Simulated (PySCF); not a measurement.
Correlation energy of S⁺ (sulfur, charge +1)

[Ne] 3s2 3p3, high-spin 4S determinant. Computed with PySCF 2.14 in Sapporo-DZP-2012 (5s4p2d, 27 functions), with scalar relativity by spin-free X2C-1e. Frozen: [Ne]; 5 electrons correlated.

MP2 pair energies summed by pair of shells (mhartree):

| pair | energy | share (%) |
| --- | --- | --- |
| 3s-3p | -45.78 | 64.9 |
| 3p-3p | -17.52 | 24.8 |
| 3s-3s | -7.24 | 10.3 |

Total MP2 correlation energy: -70.54 mhartree.

Same-spin part -19.41 and opposite-spin part -51.13 mhartree; SCS-MP2 scales them by 1/3 and 6/5 to -67.83 mhartree.

| level | correlation energy (mhartree) |
| --- | --- |
| CCSD | -91.14 |
| (T) | -1.08 |
| CCSD(T) | -92.22 |

Diagnostics: T1 = 0.0016, D1 = 0.0049, largest double amplitude 0.069.

Cost of the coupled-cluster step: 0.18 s of wall time on 1 thread of Neoverse-V1 (shared host), for 5 correlated electrons.
